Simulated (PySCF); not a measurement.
## Dy²⁺ (dysprosium, charge +2) across methods

[Xe] 4f10, one real determinant. Calculation: PySCF 2.14, in x2c-TZVPPall with one added diffuse shell each of s, p, d, f type (12s8p8d5f2g, 129 functions); scalar relativity by spin-free X2C-1e.

```csv
method,E (hartree),mean ε 5p β (eV),mean ε 4f α (eV),mean ε 4f β (eV),Σ⟨r²⟩ (bohr²),⟨S²⟩
UHF,-12151.75055,-44.223,-28.761,-24.526,37.73,6.007
r2SCAN,-12156.26,-39.185,-18.231,-15.890,38.05,6.005
LDA,-12147.48,-38.943,-18.580,-15.965,38.25,6.004
PBE,-12156.02,-38.640,-18.263,-15.924,38.28,6.003
PBE0,-12155.88,-40.349,-21.023,-18.256,38.03,6.004
```

⟨L²⟩ = 34.03 against 42 for a pure I term, so this real determinant mixes terms. Spin-orbit coupling, absent here, splits the open shell strongly.
